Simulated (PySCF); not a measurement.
## Heteronuclear NMR

Mapped SMILES: `[CH3:1][CH2:2][C:3]1=[CH:4][SiH2:5][CH:6]=[CH:7][SiH2:8][O:9]1`; H(Xn) means a hydrogen on atom n.

Theoretical values (PySCF 2.14.0 with density-fitted response routines): shielding tensors at PBE0/pcSseg-1 (GIAO), coordinates at the GFN2-xTB level. Non-relativistic, rapidly exchanging positions averaged, one computed conformer, no solvent.

**Question.** What are the $^{29}$Si shifts?

**Answer.** 
```tsv
atoms	environment	σ (ppm)	δ (ppm)
Si8	silicon bonded to C, O, 2 H, in a 7-membered ring	385.7	-37.1
Si5	silicon bonded to 2 C, 2 H, in a 7-membered ring	412.5	-59.1
```

Shieldings were converted by a linear fit to measured shifts: $^{29}$Si: δ = 279.94 − 0.822σ (rms 8.9 ppm, 72 shifts, 25.8 ppm with the 6 outliers that the fit left out vs TMS, solution or neat liquid). A few per cent of atoms miss by over 2 rms, more outside the fitted compound classes.

On a 400 MHz spectrometer $^{29}$Si resonates near 79.5 MHz, so 1 ppm is 79.5 Hz.

**Question.** Where does $^{17}$O resonate?

**Answer.** 
```
atoms                                   environment  σ (ppm)  δ (ppm)
   O9  oxygen bonded to C, Si, in a 7-membered ring    212.7     73.0
```

Shieldings were converted by a linear fit to measured shifts: $^{17}$O: δ = 266.70 − 0.911σ (rms 10.7 ppm, 155 shifts, 12.2 ppm with the 3 outliers that the fit left out vs liquid water, solution or neat liquid). Occasional misses reach two or three times the rms, and more in compound classes unlike the fitted ones.

On a 600 MHz spectrometer $^{17}$O resonates near 81.3 MHz, so 1 ppm is 81.3 Hz.
